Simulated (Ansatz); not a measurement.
Computed with Ansatz on PBE0-D4/def2-TZVP structures; ΔE is electronic, products minus reactants. CCSD(T)/CBS adds triple-zeta CCSD(T) − MP2 to the extrapolated MP2 energy (def2 sets, frozen cores). DFT in def2-TZVPP. B3LYP here is the variant with VWN-RPA as its local correlation; programs differ in this. HSE06 is defined as in plane-wave codes. Elements past krypton have def2 core potentials. For Sb outer-core shells are correlated without core-valence functions, which leaves a few kJ/mol of doubt a bond. Each species was taken in one conformer, which may not be the lowest.

Consider the formal exchange of groups at the Sb–B bond: `[BH2][SbH][CH3]` + `CN1CN=C1O` → `[CH3][SbH][OH]` + `BC1=NCN1C`.

```json
{"level": "PBE0-D4", "ΔE (kcal/mol)": "-3.1", "difference from CCSD(T)/CBS": "4.9"}
{"level": "r2SCANh-D4", "ΔE (kcal/mol)": "-4.7", "difference from CCSD(T)/CBS": "3.3"}
{"level": "r2SCAN0-D4", "ΔE (kcal/mol)": "-3.1", "difference from CCSD(T)/CBS": "4.9"}
{"level": "BHLYP-D4", "ΔE (kcal/mol)": "-5.4", "difference from CCSD(T)/CBS": "2.6"}
{"level": "B2PLYP", "ΔE (kcal/mol)": "-7.7", "difference from CCSD(T)/CBS": "0.3"}
{"level": "revPBE", "ΔE (kcal/mol)": "-6.4", "difference from CCSD(T)/CBS": "1.6"}
{"level": "BLYP", "ΔE (kcal/mol)": "-10.6", "difference from CCSD(T)/CBS": "-2.6"}
{"level": "PBE0", "ΔE (kcal/mol)": "-3.1", "difference from CCSD(T)/CBS": "4.9"}
{"level": "B3LYP", "ΔE (kcal/mol)": "-7.9", "difference from CCSD(T)/CBS": "0.1"}
{"level": "HSE06", "ΔE (kcal/mol)": "-3.0", "difference from CCSD(T)/CBS": "5.0"}
{"level": "HF/def2-SVP", "ΔE (kcal/mol)": "4.9", "difference from CCSD(T)/CBS": "12.9"}
{"level": "HF/def2-TZVPP", "ΔE (kcal/mol)": "-2.3", "difference from CCSD(T)/CBS": "5.7"}
{"level": "MP2/def2-TZVPP", "ΔE (kcal/mol)": "-6.0", "difference from CCSD(T)/CBS": "2.0"}
{"level": "CCSD(T)/def2-TZVPP", "ΔE (kcal/mol)": "-5.5", "difference from CCSD(T)/CBS": "2.5"}
{"level": "HF/CBS(def2)", "ΔE (kcal/mol)": "-3.5", "difference from CCSD(T)/CBS": "4.5"}
{"level": "CCSD/CBS(def2)", "ΔE (kcal/mol)": "-7.3", "difference from CCSD(T)/CBS": "0.7"}
{"level": "CCSD(T)/CBS", "ΔE (kcal/mol)": "-8.0", "difference from CCSD(T)/CBS": "0"}
```

Largest T1 diagnostic among the species: 0.015.

From PBE to PBE0 (25 % exact exchange), in def2-TZVPP and without D4, ΔE moves by +2.8 kcal/mol. At CCSD(T), def2-SVP lies +8.9 kcal/mol from the extrapolated value and def2-TZVPP +2.5 kcal/mol. Leaving LDA and LC-ωPBE aside and taking each functional with its dispersion term where it has one, the values, not all of them listed here, spread over 7.9 kcal/mol, from BLYP-D4 to PBE-QIDH. LDA lies +3.7 kcal/mol from PBE without D4.
